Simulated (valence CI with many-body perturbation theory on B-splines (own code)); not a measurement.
**Ta52+: magnetic and hyperfine properties of the levels**

Calculated by relativistic CI+MBPT: three valence electrons over a frozen Dirac-Fock core [Ar], a basis of 9 s, 9 p, 10 d, 8 f, 5 g, 3 h, 1 i functions for each j, with the one-electron correlation potential Σ1 (screened to all orders), the two-electron term Σ2, the three-electron term Σ3, Breit, model QED; selected single and double excitations, second order for the rest (own B-spline code, finite nucleus).

The last digits are not significant, and no measured levels were compared; by estimate large intervals hold to a few tenths of a per cent, small ones and those within an open d or f shell to about a per cent. The list stops below the first excitations out of the core. Only levels of the ground parity were solved; by the run's estimate the other parity begins above the list, which can be wrong where configurations are misplaced.

A/g_I is the dipole constant over the nuclear g factor μ/I (μ in nuclear magnetons, uniformly magnetised nucleus), B/Q the quadrupole constant per barn. Both hold the static response of the core; the bare values leave it out. Large factors of s and p1/2 electrons are usually good to 5 to 10 %; those of open d and f shells near neutrality can be off by tens of per cent, and small factors of p3/2, d and f electrons come from cancelling terms and can be off by a factor of two or in sign, in half-filled shells by more. B is blank for J = 1/2, where it vanishes, and for nearly pure S terms. Energies count from the lowest level.

Levels are named by their leading jj configuration (3d3/2^4 stands for four electrons in 3d with j = 3/2), which in mixed levels can hold well under half, so a name can repeat and another be missing. Letters in brackets count levels of one name in rising energy.

```csv
Level,E (cm⁻¹),g,A/g_I (MHz),A/g_I bare,B/Q (MHz/b),B/Q bare
(3d3/2^3) J=3/2,0,0.717,102000,101000,-61400,-62100
(3d3/2^2 3d5/2) J=5/2 [a],493060,1.051,58100,58300,-32400,-32800
(3d3/2^2 3d5/2) J=3/2,543410,1.169,46600,47200,-12200,-12300
(3d3/2^2 3d5/2) J=9/2,572450,1.033,65400,65600,72600,73300
(3d3/2^2 3d5/2) J=7/2,572730,1.036,63400,63600,26200,26500
(3d3/2^2 3d5/2) J=1/2,585760,1.806,-45300,-42900,,
(3d3/2^2 3d5/2) J=5/2 [b],769950,1.241,38300,39100,107000,108000
(3d3/2 3d5/2^2) J=7/2 [a],1055600,1.114,47100,47500,-7070,-7170
(3d3/2 3d5/2^2) J=9/2,1091700,1.129,49300,49800,21200,21300
(3d3/2 3d5/2^2) J=3/2 [a],1133300,1.107,56000,56400,-62400,-63100
(3d3/2 3d5/2^2) J=1/2,1156500,1.509,-19600,-18100,,
(3d3/2 3d5/2^2) J=11/2,1167400,1.080,55800,56100,132000,134000
(3d3/2 3d5/2^2) J=5/2 [a],1170000,1.284,17600,18500,73400,74200
(3d3/2 3d5/2^2) J=5/2 [b],1238200,1.094,58400,58800,-24000,-24200
(3d3/2 3d5/2^2) J=7/2 [b],1242800,1.085,57200,57600,25600,26000
(3d3/2 3d5/2^2) J=3/2 [b],1401000,0.889,90800,90600,83300,84200
(3d5/2^3) J=9/2,1653500,1.157,40200,40800,9870,9990
(3d5/2^3) J=3/2,1765800,1.127,42700,43200,6440,6490
```

(1) Take the isotope of mass number 181, with I = 7/2, μ = 2.365 μN and Q = 3.17 b. What is the hyperfine structure of (3d3/2^2 3d5/2) J=9/2?

## Answers

(1) From the table A = 44200 MHz, B = 230000 MHz. Shifts from the centre of gravity in MHz: F = 1: -745000, F = 2: -690000, F = 3: -600000, F = 4: -467000, F = 5: -280000, F = 6: -25700, F = 7: 312000, F = 8: 754000.
